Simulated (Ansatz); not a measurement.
```yaml
crystal:
  periodic: [false, false, false]
  atoms:
    - {symbol: C, position_ang: [-0.922494, 0.955506, -0.690490]}
    - {symbol: B, position_ang: [0.083479, -0.217332, -0.345679]}
    - {symbol: C, position_ang: [1.500056, -0.003075, -0.100606]}
    - {symbol: S, position_ang: [-1.048192, -1.273625, 1.201889]}
    - {symbol: H, position_ang: [-1.896048, 0.823475, -0.921801]}
    - {symbol: H, position_ang: [-0.892859, 1.583947, 0.101419]}
    - {symbol: H, position_ang: [-0.588049, 1.506328, -1.816820]}
    - {symbol: H, position_ang: [-0.372117, -1.117757, -1.157910]}
    - {symbol: H, position_ang: [1.902303, 0.326847, -1.011869]}
    - {symbol: H, position_ang: [2.001036, -0.796443, 0.069338]}
    - {symbol: H, position_ang: [1.314143, 0.665420, 0.798452]}
    - {symbol: H, position_ang: [-0.122905, -2.161721, 1.510355]}
    - {symbol: H, position_ang: [-0.718404, -0.366421, 2.061953]}
basis:
  gaussian: {orbitals: "6-31++G**", point_charges: [{charge: -1.00, position_ang: [4.706, 0.103, 0.020]}]}
hamiltonian: {xc: {name: HSE06}}
relax: {f_tol: 0.001, max_steps: 1}
```

```sh
$ ansatz run in.yaml --threads 4 --pin off --events-out ev --progress --plain --max-ram 10444MiB
```

It prints (some lines left out):

```
Functional definition: HSE06
1363 factors; integrals over basis functions are off by at most 3.1e-4 eV
163 factors; integrals over basis functions are off by at most 1.9e-7 eV
mean field evaluation 1: about -13704.4344 eV, gradient 8.2e1 eV
mean field evaluation 2: about -13598.2285 eV, gradient 1.6e2 eV
mean field evaluation 4: about -13721.2725 eV, gradient 1.2e1 eV
mean field evaluation 8: about -13721.7142 eV, gradient 2.6e-1 eV
mean field evaluation 16: about -13721.7144 eV, gradient 1.1e-5 eV
mean field -13721.71435270 eV, -504.2637015496 hartree, gradient 1.1e-5 eV, S^2 0.000000; 0 other end points of the search recorded, 0 dependent functions left out
reference -13721.71444205 eV, -504.2637048333 hartree; 21, 21 occupied and 113, 113 virtual orbitals, 1363 factors
relax step   1: F+E_penalty+E_count = -13721.71435270 eV  Δ(F+E_penalty+E_count) = +0.000e0 eV  max|allowed force component| = 5.605e0 eV/Å  Δτ_max = 0.0000 Å  (27 SCF iters, accepted)
Error: geometry relaxation did not converge after 1 steps: max|allowed force component| = 5.61e0 eV/Å (threshold 1.0e-3). Raise `relax.max_steps` over both its present limit and 1, loosen `relax.f_tol`, or start from a geometry closer to equilibrium. Where this run's directory can be resumed (`checkpoint.write`), a resume goes on for up to `relax.max_steps` more
```

Question: Something in this input is off. What?

Answer: The relaxation is allowed too few steps for its threshold. The calculation stopped without meeting its thresholds.

HSE06 is defined as in plane-wave codes.
